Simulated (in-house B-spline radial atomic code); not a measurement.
**Ionising the bismuth ion Bi⁺ with different functionals**

Computed with a radial B-spline atomic code at the basis-set limit: four-component Dirac-Coulomb Hamiltonian, Fermi nucleus of rms radius 5.5211 fm, spin-restricted, spherical fractional occupations for the functionals, and exact exchange of hybrids averaged over the configuration. The ionisation energy is the difference of two self-consistent energies, [Xe] 4f14 5d10 6s2 6p2 → [Xe] 4f14 5d10 6s2 6p1, without Breit or QED terms; ε is the level of the shell that loses the electron (mean over j). The electron is taken from both j subshells in proportion to 2j + 1, so the result is a j average, not the step between ground levels.

```csv
method,rung,ΔSCF (eV),-ε(6p) (eV)
B3LYP,global hybrid,?,?
B97-1,global hybrid,15.40,12.43
LC-wPBE,range-separated hybrid,?,?
CAM-B3LYP,range-separated hybrid,15.67,14.09
```

Problem. What does LC-wPBE give?

Solution. ΔSCF 15.57 eV, and -ε(6p) = 15.29 eV.

Problem. What does B3LYP give?

Solution. ΔSCF 15.61 eV, and -ε(6p) = 12.56 eV.

Problem. Among the functionals, which spreads more, the ΔSCF values or the orbital energies?

Solution. The orbital energies: ΔSCF values span about 0.27 eV and the orbital energies 2.85 eV; here energy differences depend much less on the functional than eigenvalues do.

Problem. How do they compare with the NIST value?

Solution. NIST lists 16.703 eV ± 0.004 (measured, ground level to ground level). Errors run from -1.30 to -1.04 eV. The correlated functionals all miss on the same side by more than they spread, so the cause is common to them (Breit-QED terms, spin polarisation, the choice among j levels, multiplet and fine-structure energies, or a listed next ion that isn't the cheapest removal here) and closeness doesn't rank the functionals.
